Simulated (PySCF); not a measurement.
C4H10OSi. Atoms are numbered in the order given.

```xyz
16

O      2.4961     1.0580    -0.4349
C      1.7388    -0.1145    -0.1699
C      0.3402     0.1772     0.3481
C     -0.6644     0.8680    -0.6349
C     -2.0232     0.2951    -0.1264
Si    -1.0144    -1.1593     0.5885
H      2.0046     1.5646    -1.1073
H      2.3153    -0.6842     0.5894
H      1.6673    -0.7722    -1.0743
H      0.4113     0.7813     1.2800
H     -0.4710     0.5048    -1.6696
H     -0.6058     1.9783    -0.6626
H     -2.8105     0.1373    -0.8877
H     -2.4423     0.9196     0.6894
H     -1.3166    -1.7113     1.9583
H     -0.8672    -2.3076    -0.3774
```

The structure is a stationary point at PBE-D3(BJ)/def2-SVP. The structure was generated by enumeration; whether it is a known compound was not checked. The values are those of a single conformer.

All values below come from PySCF with r2SCAN/def2-TZVP.

The molecule is in vacuum.

The total energy is -523.06335 hartree and the highest occupied level is -6.40 eV. The lowest empty level comes out as -0.30 eV and the orbital gap is 6.10 eV. The dipole moment is 0.357 e·Å. The quadrupole, principal values (traceless, Buckingham form, about the centre of nuclear charge) comes out as -8.80, 2.64, 6.16 D·Å, the mean static polarisability is 79.3 bohr³ (11.75 Å³) and the polarisability, principal values comes out as 68.2, 80.4, 89.3 bohr³.
